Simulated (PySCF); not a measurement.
Static response to an electric field

C3H3BrO2.
Cartesian coordinates in Å at the PBE0-D3(BJ)/def2-SVP level; atoms count from 1:
```
atom  x, y, z in Å
O1    -1.218   -1.169   -0.625
C2    -0.952   -0.069   -0.209
O3    -1.865    0.900   -0.072
C4     0.391    0.390    0.210
C5     1.416   -0.461    0.115
Br6    3.162   -0.043    0.601
H7    -2.710    0.525   -0.362
H8     0.500    1.409    0.586
H9     1.273   -1.476   -0.266
```

Level: PBE0/def2-SVPD (PySCF), static field, nuclei fixed, core orbitals frozen in the response. The polarisability tensor in these axes (au):

```
x   101.70  -4.21   9.83
y    -4.21  58.35   4.02
z     9.83   4.02  47.26
```

What are the eigenvalues, a third of the trace, and Δα (Δα² = ½Σ(αi − αj)² over the three pairs)?

Principal values 43.99, 59.63 and 103.69 au; mean 69.10 au = 10.24 Å³ = 11.39 × 10⁻⁴⁰ C²·m²/J; Δα = 53.62 au (78 % of the mean).

What is the dipole moment, and where does it point?

(-0.24, 1.14, 0.33) D, 1.21 D in size, pointing from the negative to the positive side. Measured along this direction, the outermost atoms are H9 at the negative end and H8 at the positive end.

Refractivity n − 1 of an ideal gas of it at 500 K and 1 atm, from the electronic α?

N = p/kT = 1.4678 × 10¹⁹ cm⁻³, so n − 1 = 2π × N × 10.24 × 10⁻²⁴ cm³ = 944 × 10⁻⁶ at long wavelengths.

Form Σ f/ω² (atomic units) for the 10 lowest TDDFT singlets, given as eV and f, and set it beside the mean polarisability, which is this sum over all singlets: 4.79, 0.0001; 5.40, 0.3788; 5.52, 0.0003; 6.15, 0.0006; 6.76, 0.0198; 6.87, 0.0061; 7.41, 0.0037; 7.49, 0.0093; 7.58, 0.0634; 7.59, 0.0008.

They add up to 11.04 au, 16.0 % of the 69.10 au; the largest single term is 9.61 au, from the state at 5.40 eV. Terms in order: 0.00, 9.61, 0.01, 0.01, 0.32, 0.10, 0.05, 0.12, 0.82, 0.01 au. Higher excitations give the rest. The strengths listed sum to 0.483.

Find the Langevin capture rate constant for H3O+ (19.018 u) meeting this molecule (149.932 u), k = 2.342 × 10⁻⁹ cm³/s × √(α in Å³ / reduced mass in u).

The reduced mass is 16.88 u, so k = 1.82 × 10⁻⁹ cm³/s. The formula leaves out the permanent dipole, which adds to the capture rate.

What molar refraction does this α imply?

Lorentz–Lorenz: R = (4π/3)N_A α = 2.5225 cm³/(mol·Å³) × 10.24 Å³ = 25.8 cm³/mol, in the limit of long wavelengths.

Rayleigh depolarisation ratio (linearly polarised light, static tensor)?

ρ = 3Δα²/(45ᾱ² + 4Δα²) = 8623.8/(214879 + 11498.3) = 0.0381.

One conformer (not necessarily the lowest) at the PBE0-D3(BJ)/def2-SVP geometry, without solvent, vibrations or thermal averaging. The calculation is non-relativistic, for bromine too.
